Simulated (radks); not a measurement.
Values are calculated unless marked as measured or tabulated.
Bi, 83 electrons, occupied as [Hg] 6p3 (the NIST ground configuration).

Code: a radial shooting solver on a logarithmic mesh with Libxc functionals. Model: scalar-relativistic Kohn-Sham, r2SCAN, spin-unpolarised, spherical densities, finite nucleus; meta-GGA in the generalised Kohn-Sham scheme; Fermi nuclear charge, rms radius 5.5211 fm.

Energy parts (eV):
total: -585774.11
kinetic: 663961.36
electron-nucleus: -1463825.41
Hartree: 224841.56
exchange-correlation: -10751.62

Orbitals (lengths in bohr, moments of r in powers of bohr):
orbital  occ.  eigenvalue (eV)   <1/r>      <r^2>
1s          2        -90727.72   103.2  0.0003464
2s          2        -16332.71   24.27   0.005244
2p          6        -13972.70   21.22   0.004487
3s          2        -3954.822   9.004    0.03365
3p          6        -3277.705   8.118    0.03498
3d         10        -2595.172   7.601    0.02904
4s          2        -915.0544   3.875     0.1603
4p          6        -692.2636   3.482     0.1837
4d         10        -435.9945   3.131     0.2057
4f         14        -154.3550   2.744     0.2323
5s          2        -160.7674   1.636     0.7785
5p          6         -98.3002   1.405      1.016
5d         10         -27.8770   1.065      1.764
6s          2         -14.9319  0.5875      5.457
6p          3          -4.6939  0.4192      10.61

The highest occupied level is 6p at -4.694 eV. For comparison, the ionisation energy in NIST's Atomic Spectra Database is 7.286 eV (measured). In exact Kohn-Sham theory the highest level is minus the ionisation energy, but local and semilocal functionals leave it too shallow, through self-interaction and a potential that decays too fast; potentials with the right tail come closer. The electron density at the nucleus is 3.212e+06 e/bohr^3 (large components only). The density falls to 0.001 e/bohr^3 at r = 4.77 bohr.

Beside tabulated values, note that spin-unpolarised runs miss the spin-polarisation part of the exchange energy of open shells, and scalar-relativistic runs lack spin-orbit coupling.
